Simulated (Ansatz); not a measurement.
Isolated molecules relaxed with PBE0-D4/def2-TZVP in Ansatz; ΔE leaves out vibrations. CCSD(T)/CBS adds triple-zeta CCSD(T) − MP2 to the extrapolated MP2 energy (def2 sets, frozen cores). This one scheme is used for every species. Functionals use def2-TZVPP. B3LYP here is the variant with VWN-RPA as its local correlation; programs differ in this. HSE06 is defined as in plane-wave codes. Each species was taken in one conformer, which may not be the lowest.

`[SiH3]SCS` + `O[SiH3]` → `[SiH3]OCS[SiH3]` + H₂S  (substitution at a C–S bond)

`[SiH3]SCS`:

Z-matrix (Å, degrees):
```
Si
S 1 2.138
H 1 1.486 2 109.6
H 1 1.485 2 104.0 3 118.2
H 1 1.482 2 113.7 3 -123.3
C 2 1.816 1 100.2 3 43.0
S 6 1.802 2 116.6 1 50.9
H 6 1.090 2 106.0 1 174.7
H 6 1.091 2 109.9 1 -68.6
H 7 1.343 6 96.4 2 56.1
```

`O[SiH3]`:

Z-matrix (Å, degrees):
```
Si
O 1 1.648
H 1 1.489 2 111.7
H 1 1.489 2 111.7 3 120.9
H 1 1.481 2 105.9 3 -119.6
H 2 0.957 1 117.9 3 -60.5
```

`[SiH3]OCS[SiH3]`:

Cartesian coordinates in Å:
```
Si 1.904 0.062 1.156
O 0.380 -0.451 0.783
C 0.080 -1.144 -0.394
S -1.709 -1.219 -0.682
Si -2.087 0.881 -0.741
H 1.776 0.847 2.403
H 2.818 -1.095 1.356
H 2.444 0.901 0.051
H 0.407 -2.187 -0.336
H 0.555 -0.671 -1.262
H -2.102 1.507 0.604
H -3.423 1.034 -1.368
H -1.042 1.537 -1.571
```

H₂S:

Cartesian coordinates in Å:
```
S -0.499 -0.258 -0.262
H 0.110 -0.406 0.924
H 0.389 0.665 -0.662
```

```
             level  ΔE (kcal/mol)  difference from CCSD(T)/CBS
         revPBE-D4            8.4                         -0.4
           BLYP-D4            6.9                         -1.9
        r2SCANh-D4            8.0                         -0.8
          BHLYP-D4            6.8                         -2.0
           ωB97X-V            7.1                         -1.7
           ωB97M-V            7.8                         -1.0
               PBE            8.6                         -0.2
            revPBE            8.7                         -0.1
              PBE0            8.6                         -0.2
             B3LYP            7.0                         -1.8
             HSE06            8.7                         -0.1
             BHLYP            6.7                         -2.1
         CAM-B3LYP            6.4                         -2.4
CCSD(T)/def2-TZVPP            7.4                         -1.4
      HF/CBS(def2)            5.3                         -3.5
     MP2/CBS(def2)           10.9                          2.1
       CCSD(T)/CBS            8.8                            0
```

What do rigid-rotor, harmonic-oscillator terms from PBE0-D4/def2-TZVP frequencies (298.15 K, 1 bar) make of the CCSD(T)/CBS value? (An estimate is asked.)

The calculation gave: ΔZPE = -1.8 kcal/mol, ΔH = +7.6 kcal/mol, ΔS = 5 J/(mol·K), ΔG = +7.2 kcal/mol. Modes under 50 cm⁻¹ make the entropy rough.

Largest T1 diagnostic among the species: 0.012.

In def2-TZVPP, CCSD(T) changes the Hartree–Fock value by +2.0 kcal/mol (the triples alone add +0.4 kcal/mol) and MP2 by +4.1 kcal/mol. At CCSD(T), def2-SVP lies −5.4 kcal/mol from the extrapolated value and def2-TZVPP −1.4 kcal/mol.
